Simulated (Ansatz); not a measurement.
Harmonic frequencies (cm⁻¹) at PBE0-D4/def2-TZVP from Ansatz: 12, 35, 304, 615, 631, 653, 690, 738, 884, 940, 975, 1536, 2281, 2286, 2432.

Each molecule was computed in one conformer, which needn't be the lowest.

Question: Which molecule is it?
A. `O=C1N[SiH]1F`
B. `O[Si]1(F)C=N1`
C. `O=C=N[SiH2]F`
D. `N#C[Si](F)(F)C#N`

Answer: C.
